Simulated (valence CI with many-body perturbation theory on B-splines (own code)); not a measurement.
# Energy levels of Sr⁶⁺

Calculated by valence CI with perturbative core correlation (CI+MBPT): four valence electrons over a frozen Dirac-Fock core [Ar] 3d10, radial functions for each j: 11 s, 11 p, 10 d, 8 f, 5 g, 2 h, with the one-electron correlation potential Σ1 (screened to all orders), the two-electron term Σ2, the three-electron term Σ3, Breit, model QED; selected single and double excitations, second order for the rest (own B-spline code, finite nucleus).

Against 13 measured levels this calculation errs by 110 cm⁻¹ on average and by 272 at most. These come from a selection out of Sansonetti, J. Phys. Chem. Ref. Data 41, 013102 (2012). Levels without a partner in it may be off by more. Among the levels kept, up to 910 cm⁻¹ of a level comes from second order outside the variational space, and about a tenth of that is noise between levels of different J, which matters for small intervals.

Levels 91 to 135 of 187, with energies above the lowest level, 4s²4p² ³P_0. "Leading %" is the weight of the configuration and term that name the level; weights of strongly mixed levels are sums over their largest components and can fall short. Lifetimes count E1, E2, E3, M1 and M2 decay at the calculated energies, and are blank where another channel may lead or the interval is too uncertain; long ones can be off by a factor of two.

```
No.  Configuration  Term  J  E (cm⁻¹)  Leading %  Lifetime  Second component
 91        4s4p²4d    ³D  2    475090         54   41.4 ps   33 % 4s²4p4f ³D
 92        4s4p²4d    ³D  1    475830         52   32.4 ps   44 % 4s²4p4f ³D
 93        4s²4p4f    ¹F  3    478480         47   23.5 ps   20 % 4s4p²4d ¹F
 94        4s²4p4f    ¹D  2    481100         25   26.0 ps   24 % 4s4p²4d ¹D
 95        4s4p²4d    ³D  3    481460         86   49.8 ps                  
 96        4s4p²4d    ¹D  2    487940         71    204 ps   14 % 4s²4p4f ¹D
 97        4s²4p4f    ¹G  4    490100         40   49.7 ps   36 % 4s²4p4f ³G
 98        4s²4p4f    ³G  3    491530         75   25.7 ps   11 % 4s4p²4d ³G
 99        4s²4p4f    ³G  4    498790         42   48.9 ps   38 % 4s²4p4f ¹G
100        4s4p²4d    ¹S  0    499610         52   18.9 ps       20 % 4p⁴ ¹S
101        4s²4p4f    ³G  5    500420         85   27.7 ps   11 % 4s4p²4d ³G
102        4s²4p4f    ³F  2    501090         35   20.0 ps   24 % 4s4p²4d ³F
103        4s²4p4f    ³F  3    503730         38   21.0 ps   27 % 4s4p²4d ³F
104        4s4p²4d    ¹P  1    505670         75   16.4 ps   17 % 4s4p²4d ³P
105        4s4p²4d    ³P  2    507310         36   15.0 ps   18 % 4s4p²4d ¹D
106        4s²4p4f    ³F  4    507800         41   22.1 ps   32 % 4s4p²4d ³F
107        4s4p²5s    ⁵P  1    508760         95   82.0 ps                  
108        4s4p²5s    ⁵P  2    514070         96   83.7 ps                  
109        4s4p²4d    ³P  2    514120         43   14.2 ps   21 % 4s4p²4d ¹D
110        4s4p²4d    ³P  1    515440         69   12.7 ps   20 % 4s4p²4d ¹P
111        4s4p²4d    ³P  0    516170         76   12.0 ps        8 % 4p⁴ ³P
112        4s²4p4f    ³D  3    518380         43   17.1 ps   38 % 4s4p²4d ³D
113        4s4p²5s    ⁵P  3    520180         95   86.1 ps                  
114        4s4p²5s    ³P  0    521370         94   29.9 ps                  
115        4s²4p4f    ³D  2    522320         48   16.9 ps   41 % 4s4p²4d ³D
116        4s²4p4f    ³D  1    524490         50   16.7 ps   44 % 4s4p²4d ³D
117        4s4p²5s    ³P  1    526020         93   29.0 ps                  
118        4s²4p5d   ³F°  2    526320         60    215 ps  31 % 4s²4p5d ¹D°
119        4s²4p5d   ³D°  2    528470         44    228 ps  26 % 4s²4p5d ³P°
120        4s²4p5d   ³F°  3    529180         53    224 ps  28 % 4s²4p5d ³D°
121        4s²4p5d   ³D°  1    529370         72    211 ps  12 % 4s²4p5d ¹P°
122        4s4p²5s    ³P  2    532500         90   28.8 ps                  
123        4s4p²4d    ¹F  3    537680         70   11.2 ps   19 % 4s²4p4f ¹F
124        4s²4p5d   ¹D°  2    538660         39    216 ps  28 % 4s²4p5d ³D°
125        4s²4p5d   ³D°  3    539960         61    220 ps  34 % 4s²4p5d ³F°
126        4s²4p5d   ³F°  4    540560         95    221 ps                  
127        4s²4p5d   ³P°  2    542510         66    221 ps  21 % 4s²4p5d ³D°
128        4s²4p5d   ³P°  1    543230         72    207 ps  18 % 4s²4p5d ³D°
129        4s4p²4d    ¹D  2    543800         70   13.1 ps   11 % 4s²4p4f ¹D
130        4s²4p5d   ³P°  0    544320         95    204 ps                  
131        4s²4p5d   ¹F°  3    545720         82    213 ps   8 % 4s²4p5d ³F°
132        4s²4p5d   ¹P°  1    548170         77    220 ps  12 % 4s²4p5d ³P°
133        4s4p²5s    ³D  1    552890         87   37.5 ps    7 % 4s²4d5s ³D
134        4s4p²5s    ³D  2    553720         85   38.6 ps    6 % 4s²4d5s ³D
135        4s4p²5s    ³D  3    554810         86   39.4 ps    7 % 4s²4d5s ³D
```

Names give the largest LS component (configuration and term), which can be under half, so a name can repeat, a term be missing and a line seem to break the LS rules; names also repeat where a configuration has a term twice.

Where two levels of one J and parity lie close, their mixing, g and order are uncertain.
